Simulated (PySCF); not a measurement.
PySCF 2.14 output of an unrestricted BLYP calculation on a single atom or ion in def2-TZVPPD with the def2 core potential (60 electrons), with scalar relativity through the core potential:

```
SCF conv_tol = 1e-09
number electrons alpha = 7  beta = 4
    A. D. Becke.,  Phys. Rev. A 38, 3098 (1988)
    C. Lee, W. Yang, and R. G. Parr.,  Phys. Rev. B 37, 785 (1988)
    B. Miehlich, A. Savin, H. Stoll, and H. Preuss.,  Chem. Phys. Lett. 157, 200 (1989)
cycle= 1 E= -55.9711891699676  delta_E= -0.00468  |g|= 0.0143  |ddm|= 0.382
cycle= 2 E= -55.9712550328953  delta_E= -6.59e-05  |g|= 0.00618  |ddm|= 0.0319
cycle= 3 E= -55.9712706409244  delta_E= -1.56e-05  |g|= 0.000178  |ddm|= 0.0114
cycle= 4 E= -55.9712706572809  delta_E= -1.64e-08  |g|= 9.51e-06  |ddm|= 0.000318
cycle= 5 E= -55.971270657322  delta_E= -4.11e-11  |g|= 1.33e-07  |ddm|= 1.83e-05
converged SCF energy = -55.971270657322  <S^2> = 3.7504545  2S+1 = 4.0002272
```

The run itself started from symmetry-adapted Hartree-Fock orbitals and held the occupation by maximum overlap, on a logarithmic radial grid, so the iterations belong to that start.

Task: Which element, charge and spin multiplicity is this?

Result: Ta²⁺ (tantalum, charge +2), multiplicity 4; the state was [Xe] 4f14 5d2 6s1, high-spin 4F determinant (an excited configuration).

Energies and moments cover only the electrons outside the core potential. Spin-orbit coupling, absent here, splits the open shell strongly.
